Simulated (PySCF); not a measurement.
# O⁷⁺ (oxygen, charge +7) across methods

1s1, 2S determinant. All numbers are calculated (PySCF 2.14, the non-relativistic Hamiltonian (point nucleus), in an even-tempered Gaussian basis (15 s from 2.2 bohr⁻², ratio 2.2; 7 p from 3.6 bohr⁻², ratio 2.4; 4 d from 11 bohr⁻², ratio 2.4; 3 f from 16 bohr⁻², ratio 2.4; 3 g from 24 bohr⁻², ratio 2.4)).

```tsv
method	E (hartree)	mean ε 1s α (eV)	Σ⟨r²⟩ (bohr²)	⟨S²⟩
PW91	-31.9647	-820.47	0.04733	0.750
revPBE	-31.9910	-820.51	0.04728	0.750
PBE0	-31.9673	-832.74	0.04721	0.750
LDA	-31.6924	-814.27	0.04768	0.750
UHF	-31.99998	-870.76	0.04688	0.750
r2SCAN	-32.0001	-825.79	0.04705	0.750
```

Problem. Estimate the same row for PBE.

Solution. E (hartree) = -31.9545; mean ε 1s α (eV) = -820.01; Σ⟨r²⟩ (bohr²) = 0.04733; ⟨S²⟩ = 0.750.

For one electron the Hartree and exchange-correlation energies should cancel; what remains is the self-interaction error.
